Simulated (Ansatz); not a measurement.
Relative stability

Two isomers of SiHTeO (charge +1), closed shell, relaxed at PBE0-D4/def2-TZVP (vibrations not checked).

A:

O1  (-0.692, 0.209, 0.170)
Si2  (-1.749, 0.663, 1.196)
Te3  (0.624, -0.383, -1.256)
H4  (1.818, -0.489, -0.110)
(Å)

B:

```
atom    x (Å)    y (Å)   z (Å)
  O1   1.0290   0.0641  0.5728
 Si2  -0.5167   0.1697  0.1318
 Te3   1.1240  -1.9408  0.2312
  H4   0.6501  -2.3134  1.7834
```

Ansatz 0.2.0; basis: def2-TZVPP; cores frozen in the correlated methods. Filled d shells of the heavier atoms are correlated. Core potentials replace the inner electrons of the atoms past krypton. The def2 sets are not built for correlating such inner shells, so the correlated values are less sure here. B3LYP uses VWN-RPA correlation.

Question: Which structure is lower at CCSD(T), and by how much? (Judge from chemistry; the value comes from the calculation.)

Answer: Computed: A, by 20.9 kJ/mol (electronic energy, against the other). By their contacts, A is SiHTeO ([Si][O][TeH]), total charge +1 and B is SiHTeO ([O]1[Si][TeH]1), total charge +1.

All methods give the same order:

```tsv
method	E(B) − E(A) (kJ/mol)
PBE-D4	1.0
r2SCAN-D4	4.8
PBE0-D4	8.8
B3LYP-D4	24.4
wB97M-V	25.4
HF	62.7
MP2	15.6
CCSD	30.6
CCSD(T)	20.9
```

The T1 diagnostic stays at or below 0.018.

Labels in which every atom is bracketed show which atoms are joined, not bond orders.
